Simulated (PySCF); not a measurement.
SMILES [SiH3][Al]([SiH3])[Cl] (H6AlClSi2) at its PBE0/def2-SVP optimised geometry (Å):

```
10

Al     0.1884     0.7238     0.0000
Cl     0.8779     1.9650    -1.5766
Si     1.0529    -1.5728     0.0000
H      0.5943    -2.2990    -1.2283
H      0.5850    -2.3438     1.1957
H      2.5512    -1.5728     0.0000
Si    -1.3664     1.7812     1.5766
H     -1.8634     0.8106     2.6033
H     -2.5512     2.3438     0.8524
H     -0.6893     2.9093     2.2943
```

Level of theory: PBE0/def2-TZVP (PySCF 2.14.0). Cells within 0.4 Å of a nucleus heavier than hydrogen are left out (blank, or x).

Map of the Laplacian of the electron density (e/bohr⁵), clipped to [-1.50, 1.50] on the plane z = 0.0 Å:

```
|5555555555555555555555555555555|
|5555555555555555555555555555555|
|5555555555555555555555555555555|
|5555555555555555555555555555555|
|5555555555555555555555555555555|
|5555555555555555555555555555555|
|5555555555555555555555555555555|
|5555555555555555555555555555555|
|5555555555555555555555555555555|
|5555555555555555555555555555555|
|5555555555555555555555555555555|
|5555555555555459965555555555555|
|555555555555459xx95555555555555|
|555555555555559xx95555555555555|
|5555555555555599995555555555555|
|5555555555555556654455555555555|
|5555555555555554444455555555555|
|5555555555555554444455555555555|
|5555555555555555469954555555555|
|555555555555555559xx84335555555|
|55555555555555556xxx93005555555|
|5555555555555555599954455555555|
|5555555555555555555555555555555|
|5555555555555555555555555555555|
|5555555555555555555555555555555|
|5555555555555555555555555555555|
|5555555555555555555555555555555|
|5555555555555555555555555555555|
|5555555555555555555555555555555|
|5555555555555555555555555555555|
|5555555555555555555555555555555|
```
Scale: ten equal steps from -1.50 (start of '0') to 1.50 (end of '9'), in the order '0123456789'; x runs from -5.00 to 5.00, y from -5.00 (bottom) to 5.00 (top).
